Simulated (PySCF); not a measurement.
# Excitation energy of Ga by level of theory

Ga [Ar] 3d10 4s2 4p1 (2P) → Ga [Ar] 3d10 4s1 4p1 5s1 (4P), as a difference of total energies. All numbers are calculated (PySCF 2.14, scalar relativity through the core potential, in aug-cc-pwCVTZ-PP with ECP10MDF (8s7p6d4f1g, 96 functions)). Correlated levels: valence: 3s2 3p6 3d10 frozen; valence and next inner shell: nothing frozen outside the core potential. The calculations carry no spin-orbit coupling.

```
                                method  excitation energy (eV)
                                   UHF                   7.256
                                   LDA                   9.283
                                   PBE                   8.956
                                  PBE0                   8.697
                                r2SCAN                   8.844
                               r2SCANh                   8.769
                                 B97-3                   9.046
                                 wB97X                   9.372
                         MP2 (valence)                   8.051
                     SCS-MP2 (valence)                   8.292
    MP2 (valence and next inner shell)                   8.712
SCS-MP2 (valence and next inner shell)                   8.834
```

Task: How much does correlation contribute at MP2 (valence and next inner shell)?

Result: 8.712 − (7.256) = 1.456 eV, measured against UHF.

The upper state lies above the first ionisation limit, but in LS coupling its spin forbids autoionisation to the ground ion. A Rydberg-like electron needs more diffuse functions than a valence basis has.

The promoted electron is Rydberg-like, and one or two diffuse shells describe it only roughly, which tends to raise the upper state.
